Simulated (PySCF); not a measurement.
Mapped SMILES: `[F:1][c:2]1[cH:3][cH:4][cH:5][n:6]1[SiH3:7]`. Each H is labelled by its parent atom.

[PySCF 2.14: GIAO PBE0/pcSseg-1 shieldings; structure optimised with GFN2-xTB; single conformer; one averaged value for each set of equivalent atoms; gas phase; non-relativistic Hamiltonian]

Referencing at the same level of theory: ¹³C (σ = 186.93 ppm) and ¹H (σ = 31.72 ppm) and ²⁹Si (σ = 349.16 ppm) against TMS; ¹⁹F (σ = 170.95 ppm) against CFCl3; ¹⁵N (σ = 267.73 ppm) vs NH3.

```tsv
atoms	nucleus	count	δ (ppm)
H(C3)	¹H	1	5.88
C4	¹³C	1	115.0
C2	¹³C	1	160.8
H(C5)	¹H	1	6.04
C5	¹³C	1	117.7
H(Si7)	¹H	3	?
H(C4)	¹H	1	6.34
C3	¹³C	1	94.2
N6	¹⁵N	1	?
F1	¹⁹F	1	-146.2
Si7	²⁹Si	1	?
```

Q: Complete the table.

A: 
- H(Si7): 5.00 ppm, hydrogen on a silicon bonded to N
- N6: 152.5 ppm, pyrrole-type ring nitrogen
- Si7: -54.7 ppm, silicon bonded to N, 3 H

Shifts are as computed. Against solution values, carbons near 30 ppm lie about +3 ppm off and those near 130 ppm about +5 ppm. Of 1211 compounds with measured shifts, 218 miss one by over three times the rms of a fit or turn the order of signals round; such compounds aren't used in these exercises. Unscaled 19F shifts against computed CFCl3 carry errors that often reach 10 to 50 ppm. Experimental scales use liquid or dissolved standards, which lie at an offset from isolated NH3 (liquid NH3: subtract about 20 ppm). Unscaled 15N shifts of sp2 nitrogen come out 20 to 40 ppm too high even then.
